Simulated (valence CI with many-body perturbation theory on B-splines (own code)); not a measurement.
Forbidden lines of Xe XXXIII

Method: configuration interaction combined with many-body perturbation theory (CI+MBPT): four valence electrons over a frozen Dirac-Fock core [Ar], a basis of 7 s, 7 p, 8 d, 6 f, 4 g, 1 h functions for each j, with the one-electron correlation potential Σ1, the two-electron term Σ2, the three-electron term Σ3, Breit, model QED; selected CI, second order for the rest, scaled by the run's own slope (own B-spline code, finite nucleus).

The last digits are not significant, and no measured levels were compared; by estimate large intervals hold to a few tenths of a per cent, small ones and those within an open d or f shell to about a per cent. Only levels of the ground parity were solved; by the run's estimate the other parity begins above the list, which can be wrong where configurations are misplaced.

Lines 1 to 50 of 120 in falling wavelength, among levels below 100.371 eV, chosen from the decays that carry over 1 % of a level's rate. Wavelengths and rates use the calculated energies. Electric multipoles are in the length gauge, E1 and E2 with the static RPA response of the core. S is in atomic units (e²a₀⁴ for E2 and M2, e²a₀⁶ for E3), for M1 in squared Bohr magnetons. Weak lines are less certain than strong ones. Lines between different terms over intervals too small for the method are left out, as are lines whose strength nearly cancels.

Levels are named by their leading jj configuration (3d3/2^4 stands for four electrons in 3d with j = 3/2), which in mixed levels can hold well under half, so a name can repeat and another be missing. Letters in brackets count levels of one name in rising energy.

| λ vac (nm) | Upper | Lower | Type | A (s⁻¹) | S (a.u.) |
| --- | --- | --- | --- | --- | --- |
| 645.2 | (3d3/2^2 3d5/2^2) J=6 | (3d3/2^2 3d5/2^2) J=5 | M1 | 3.60e+01 | 4.66e+00 |
| 542.2 | (3d3/2^3 3d5/2) J=4 | (3d3/2^3 3d5/2) J=2 | E2 | 1.68e-05 | 6.33e-04 |
| 416.0 | (3d3/2^3 3d5/2) J=3 | (3d3/2^3 3d5/2) J=2 | M1 | 4.20e+02 | 7.84e+00 |
| 282.3 | (3d3/2^2 3d5/2^2) J=2 [b] | (3d3/2^2 3d5/2^2) J=1 | M1 | 4.55e+02 | 1.90e+00 |
| 267.5 | (3d3/2^2 3d5/2^2) J=4 [b] | (3d3/2^2 3d5/2^2) J=5 | M1 | 1.03e+02 | 6.58e-01 |
| 261.5 | (3d3/2^2 3d5/2^2) J=5 | (3d3/2^2 3d5/2^2) J=4 [a] | M1 | 6.43e+02 | 4.69e+00 |
| 211.5 | (3d3/2^3 3d5/2) J=2 | (3d3/2^3 3d5/2) J=1 | M1 | 3.90e+03 | 6.84e+00 |
| 177.6 | (3d3/2^2 3d5/2^2) J=4 [b] | (3d3/2^2 3d5/2^2) J=3 [a] | M1 | 1.97e+03 | 3.69e+00 |
| 169.3 | (3d3/2^2 3d5/2^2) J=1 | (3d3/2^2 3d5/2^2) J=0 [a] | M1 | 3.21e+03 | 1.73e+00 |
| 157.0 | (3d3/2^2 3d5/2^2) J=2 [b] | (3d3/2^2 3d5/2^2) J=2 [a] | M1 | 1.58e+03 | 1.13e+00 |
| 150.9 | (3d3/2^2 3d5/2^2) J=3 [b] | (3d3/2^2 3d5/2^2) J=3 [a] | M1 | 3.54e+02 | 3.16e-01 |
| 144.3 | (3d3/2^2 3d5/2^2) J=4 [c] | (3d3/2 3d5/2^3) J=4 [a] | M1 | 9.72e+02 | 9.74e-01 |
| 144.0 | (3d3/2 3d5/2^3) J=3 [c] | (3d3/2 3d5/2^3) J=2 [a] | M1 | 3.33e+03 | 2.58e+00 |
| 135.9 | (3d3/2 3d5/2^3) J=3 [a] | (3d3/2^2 3d5/2^2) J=4 [b] | M1 | 1.78e+03 | 1.16e+00 |
| 135.0 | (3d3/2 3d5/2^3) J=1 [b] | (3d3/2 3d5/2^3) J=2 [a] | M1 | 1.84e+03 | 5.03e-01 |
| 134.0 | (3d3/2^2 3d5/2^2) J=4 [a] | (3d3/2^3 3d5/2) J=3 | M1 | 2.93e+03 | 2.36e+00 |
| 132.2 | (3d3/2^2 3d5/2^2) J=4 [b] | (3d3/2^2 3d5/2^2) J=4 [a] | M1 | 6.48e+02 | 5.00e-01 |
| 124.7 | (3d3/2^2 3d5/2^2) J=4 [a] | (3d3/2^3 3d5/2) J=4 | M1 | 1.60e+04 | 1.03e+01 |
| 124.2 | (3d3/2^3 3d5/2) J=1 | (3d3/2^4) J=0 | M1 | 1.64e+04 | 3.49e+00 |
| 120.0 | (3d3/2 3d5/2^3) J=3 [b] | (3d3/2 3d5/2^3) J=3 [a] | M1 | 2.59e+03 | 1.16e+00 |
| 119.3 | (3d3/2 3d5/2^3) J=4 [a] | (3d3/2^2 3d5/2^2) J=5 | M1 | 2.63e+03 | 1.49e+00 |
| 116.9 | (3d3/2^2 3d5/2^2) J=3 [b] | (3d3/2^2 3d5/2^2) J=4 [a] | M1 | 3.15e+02 | 1.31e-01 |
| 109.0 | (3d3/2^2 3d5/2^2) J=2 [c] | (3d3/2^2 3d5/2^2) J=1 | M1 | 1.46e+03 | 3.50e-01 |
| 107.1 | (3d3/2 3d5/2^3) J=1 [a] | (3d3/2^2 3d5/2^2) J=2 [b] | M1 | 5.78e+03 | 7.89e-01 |
| 107.1 | (3d3/2 3d5/2^3) J=3 [b] | (3d3/2^2 3d5/2^2) J=2 [c] | M1 | 9.17e+02 | 2.92e-01 |
| 106.5 | (3d3/2 3d5/2^3) J=2 [a] | (3d3/2^2 3d5/2^2) J=2 [c] | M1 | 9.14e+03 | 2.05e+00 |
| 106.5 | (3d3/2^2 3d5/2^2) J=3 [a] | (3d3/2^3 3d5/2) J=3 | M1 | 1.46e+04 | 4.57e+00 |
| 106.1 | (3d3/2 3d5/2^3) J=1 [b] | (3d3/2 3d5/2^3) J=0 | M1 | 2.23e+03 | 2.96e-01 |
| 104.2 | (3d3/2 3d5/2^3) J=5 | (3d3/2^2 3d5/2^2) J=4 [b] | M1 | 1.14e+04 | 5.25e+00 |
| 102.0 | (3d3/2 3d5/2^3) J=1 [b] | (3d3/2^2 3d5/2^2) J=2 [d] | M1 | 1.22e+04 | 1.44e+00 |
| 100.5 | (3d3/2^2 3d5/2^2) J=3 [a] | (3d3/2^3 3d5/2) J=4 | M1 | 4.74e+02 | 1.25e-01 |
| 97.32 | (3d3/2 3d5/2^3) J=4 [a] | (3d3/2^2 3d5/2^2) J=3 [a] | M1 | 4.59e+03 | 1.41e+00 |
| 94.50 | (3d3/2^2 3d5/2^2) J=4 [c] | (3d3/2^2 3d5/2^2) J=3 [b] | M1 | 1.95e+03 | 5.49e-01 |
| 90.06 | (3d3/2 3d5/2^3) J=3 [c] | (3d3/2^2 3d5/2^2) J=4 [c] | M1 | 1.28e+04 | 2.42e+00 |
| 86.38 | (3d3/2^2 3d5/2^2) J=4 [c] | (3d3/2^2 3d5/2^2) J=4 [b] | M1 | 5.50e+02 | 1.18e-01 |
| 84.94 | (3d3/2^2 3d5/2^2) J=2 [a] | (3d3/2^3 3d5/2) J=2 | M1 | 1.28e+04 | 1.46e+00 |
| 84.87 | (3d3/2 3d5/2^3) J=5 | (3d3/2^2 3d5/2^2) J=6 | M1 | 7.56e+03 | 1.89e+00 |
| 84.77 | (3d3/2^2 3d5/2^2) J=3 [a] | (3d3/2^3 3d5/2) J=2 | M1 | 1.15e+04 | 1.82e+00 |
| 84.43 | (3d3/2^2 3d5/2^2) J=5 | (3d3/2^3 3d5/2) J=4 | M1 | 1.14e+04 | 2.81e+00 |
| 83.31 | (3d3/2^2 3d5/2^2) J=2 [c] | (3d3/2^2 3d5/2^2) J=2 [a] | M1 | 5.43e+03 | 5.82e-01 |
| 81.91 | (3d3/2 3d5/2^3) J=4 [a] | (3d3/2^2 3d5/2^2) J=4 [a] | M1 | 4.07e+04 | 7.47e+00 |
| 80.99 | (3d3/2^2 3d5/2^2) J=2 [d] | (3d3/2^2 3d5/2^2) J=3 [b] | M1 | 1.06e+04 | 1.04e+00 |
| 79.19 | (3d3/2^2 3d5/2^2) J=2 [d] | (3d3/2^2 3d5/2^2) J=2 [b] | M1 | 9.88e+03 | 9.10e-01 |
| 78.89 | (3d3/2 3d5/2^3) J=6 | (3d3/2^2 3d5/2^2) J=6 | M1 | 1.54e+04 | 3.63e+00 |
| 77.63 | (3d3/2 3d5/2^3) J=1 [a] | (3d3/2^2 3d5/2^2) J=1 | M1 | 1.97e+04 | 1.02e+00 |
| 76.98 | (3d3/2 3d5/2^3) J=3 [a] | (3d3/2^2 3d5/2^2) J=3 [a] | M1 | 2.88e+04 | 3.41e+00 |
| 76.85 | (3d3/2 3d5/2^3) J=3 [a] | (3d3/2^2 3d5/2^2) J=2 [a] | M1 | 3.33e+04 | 3.93e+00 |
| 76.38 | (3d3/2 3d5/2^3) J=1 [b] | (3d3/2 3d5/2^3) J=1 [a] | M1 | 3.34e+03 | 1.65e-01 |
| 75.92 | (3d5/2^4) J=4 | (3d3/2 3d5/2^3) J=5 | M1 | 4.63e+03 | 6.76e-01 |
| 75.00 | (3d3/2 3d5/2^3) J=5 | (3d3/2^2 3d5/2^2) J=5 | M1 | 1.09e+04 | 1.88e+00 |
